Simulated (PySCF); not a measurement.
BeAl⁺: frontier orbitals

PBE0 at R = 2.805 Å; Be def2-TZVP, Al def2-TZVP; no relativity (PySCF 2.14). State: ¹Σ⁺ (singlet), closed shell. Only the outer orbitals are listed, counted within each symmetry.

```json
{"orbital": "5σ", "occ.": "2", "ε (eV)": "-15.08", "on Be (%)": "17", "main shells (%)": "80 Al s, 13 Be s"}
{"orbital": "6σ", "occ.": "2", "ε (eV)": "-11.71", "on Be (%)": "65", "main shells (%)": "65 Be s, 18 Al s, 16 Al p"}
{"orbital": "7σ", "occ.": "0", "ε (eV)": "-7.70", "on Be (%)": "60", "main shells (%)": "42 Be p, 39 Al p, 17 Be s"}
{"orbital": "2π", "occ.": "0", "ε (eV)": "-7.58", "on Be (%)": "25", "main shells (%)": "73 Al p, 25 Be p"}
{"orbital": "2π", "occ.": "0", "ε (eV)": "-7.58", "on Be (%)": "25", "main shells (%)": "73 Al p, 25 Be p"}
```

Q: Which are the highest filled and the lowest empty level, where do they sit, and how wide is the gap?

A: Highest filled 6σ at -11.71 eV (in %: 65 Be s, 18 Al s, 16 Al p); lowest empty 7σ at -7.70 eV (in %: 42 Be p, 39 Al p, 17 Be s); the gap at PBE0 is 4.01 eV.

| Quantity | Value |
| --- | --- |
| bond order (Mayer) | 0.69 |
| ⟨S²⟩ | 0.000 |
| charge on Be (Mulliken, basis-dependent) | 0.36 |
| charge on Be (Löwdin, basis-dependent) | 0.33 |
| dipole moment (positive dipole points towards Al; it is taken about the centre of mass and depends on that origin) | -2.19 D |
| polarisability along the bond | 117.3 bohr³ |
| polarisability across the bond | 49.3 bohr³ |

Closed-shell solutions of metal pairs were not tested for spin polarisation, which can lower them a little.
